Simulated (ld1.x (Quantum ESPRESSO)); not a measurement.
Reading a pseudo-wave (scandium (Sc))

Columns: radius, all-electron u(r) and pseudo u(r) of the 3p shell (level -33.55 eV) of scandium in the configuration [Ne] 3s2 3p6 3d1 4s2 4p0; PBEsol, scalar-relativistic, TM scheme, ld1.x (Quantum ESPRESSO) 7.5.

```
r (bohr)  all-electron   pseudo
   0.088        0.3162  -0.0209
   0.175        0.5036  -0.0810
   0.262        0.4043  -0.1754
   0.350        0.1457  -0.2979
   0.438       -0.1548  -0.4369
   0.525       -0.4279  -0.5789
   0.612       -0.6492  -0.7131
   0.700       -0.8131  -0.8294
   0.788       -0.9193  -0.9169
   0.875       -0.9760  -0.9703
   0.962       -0.9941  -0.9905
   1.050       -0.9828  -0.9816
   1.138       -0.9501  -0.9499
   1.225       -0.9035  -0.9034
   1.312       -0.8480  -0.8480
   1.400       -0.7869  -0.7869
   1.487       -0.7247  -0.7247
   1.575       -0.6621  -0.6621
   1.662       -0.6021  -0.6021
   1.750       -0.5443  -0.5443
   1.838       -0.4901  -0.4901
   1.925       -0.4403  -0.4403
   2.012       -0.3945  -0.3945
   2.100       -0.3521  -0.3521
   2.188       -0.3136  -0.3136
   2.275       -0.2793  -0.2793
```

Question: How many radial nodes do the two functions have?

Answer: The all-electron 3p function has n − l − 1 = 1; the pseudo-wave has 0, since the states of the same l below it are removed with the core.

Question: At about which radius was the pseudo-wave matched?

Answer: 1.30 bohr. The columns agree to 0.0005 from 1.14 bohr on; several derivatives are matched, so the curves merge somewhat inside the radius.

Question: Is the pseudo-wave norm-conserving?

Answer: Yes: the TM scheme keeps the norm inside the radius equal to the all-electron one, which fixes the energy derivative of the logarithmic derivative at the level.
